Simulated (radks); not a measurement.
Values are calculated unless marked as measured or tabulated.
Problem. Ru XXV, configuration [Ar] 3d2. Level of theory: scalar-relativistic Kohn-Sham, BLYP, spin-polarised, spherical densities, finite nucleus; open shells are filled with parallel spins first (spin-orbit coupling, left out, can overturn this in heavy ions); Fermi nuclear charge, rms radius 4.4809 fm (a radial shooting solver on a logarithmic mesh with Libxc functionals). Some entries of the table are withheld. Estimate them.

orbital  occ.  eigenvalue (eV)  <r> (bohr)  r(max) (bohr)
1s up       1        -22950.99     0.03344        0.02172
1s down     1        -22950.95     0.03344        0.02172
2s up       1        -4154.394      0.1448         0.1226
2s down     1        -4148.832      0.1446         0.1226
2p up       3        -3830.255      0.1261        0.09802
2p down     3        -3826.087      0.1260        0.09795
3s up       1        -1404.701      0.3701         0.3438
3s down     1        -1398.043      0.3708         0.3442
3p up       3        -1299.499      0.3623         0.3331
3p down     3        -1292.601      0.3632         0.3336
3d up       2              (1)      0.3265         0.2714
3d down     0              (2)      0.3275         0.2721

Solution. 
(1) 3d up eigenvalue (eV): -1149.830
(2) 3d down eigenvalue (eV): -1141.486
